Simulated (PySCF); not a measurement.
B(H)(OH)(NH2) (BH4NO), SMILES NBO. Geometry optimised at r2SCAN-D4/def2-TZVP. The values are those of a single conformer.

Question: Give the equilibrium geometry at r2SCAN-D4/def2-TZVP (PySCF confirms it by a frequency run) as a Z-matrix, and its point group. (The exact figures need the calculation; the answer reports its results.)

Answer: This is not unique; one that fits is point group Cs.
```
B
O 1 1.3716
H 2 0.9633 1 114.05
N 1 1.4065 2 123.69 3 0.00
H 4 1.0051 1 121.72 2 180.00
H 4 1.0074 5 113.35 1 180.00
H 1 1.1962 2 116.91 3 180.00
```
Charge 0, spin multiplicity 1.
